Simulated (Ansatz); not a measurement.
The cluster Ca5O5. Charge 0, multiplicity 3. Geometry PBE-D4/def2-SVP, that of the charge -1 doublet; atoms count from 1.

Cartesian coordinates in Å:
```
Ca 0.333 -2.596 0.928
Ca -0.821 0.917 0.095
Ca 1.422 2.854 -2.198
Ca -2.746 -1.346 2.377
Ca 2.414 -0.508 -1.276
O 2.739 1.255 -2.274
O -0.231 2.628 -1.065
O -1.327 -2.833 2.110
O -2.449 0.390 1.396
O 0.665 -0.761 -0.093
```

At PBE0-D4/def2-TZVPD a singlet of charge 0 lies 1.58 eV below the triplet at the same geometry. The structure comes from a short search, and lower isomers may exist.

(1) Estimate the Mulliken populations from the PBE0/def2-TZVPD orbitals of Ansatz.

(2) Where does the spin sit?

(3) And the Mayer bond orders between bonded heavy atoms (over 0.3)?

## Answers

(1) 
| atom | charge (e) | spin (α − β) |
| --- | --- | --- |
| Ca1 | 1.06 | 0.41 |
| Ca2 | 1.44 | 0.01 |
| Ca3 | 1.38 | 0.03 |
| Ca4 | 1.38 | 0.03 |
| Ca5 | 1.06 | 0.41 |
| O6 | -1.37 | 0.06 |
| O7 | -1.15 | 0.49 |
| O8 | -1.36 | 0.06 |
| O9 | -1.15 | 0.49 |
| O10 | -1.29 | 0.00 |
Mulliken values and Mayer orders depend strongly on the basis. With diffuse functions, as here, like atoms can get unlike values, and bond orders can come out too low or too high.

(2) Summed by element: Ca 0.89, O 1.11, of 2 unpaired in all. Largest on single atoms: O9 0.49, O7 0.49, Ca1 0.41.

(3) Ca1–Ca5 0.38 (3.68 Å); Ca1–O8 0.38 (2.05 Å); Ca3–O6 0.49 (2.07 Å); Ca3–O7 0.32 (2.02 Å); Ca4–O8 0.49 (2.07 Å); Ca4–O9 0.32 (2.02 Å); Ca5–O6 0.38 (2.05 Å).
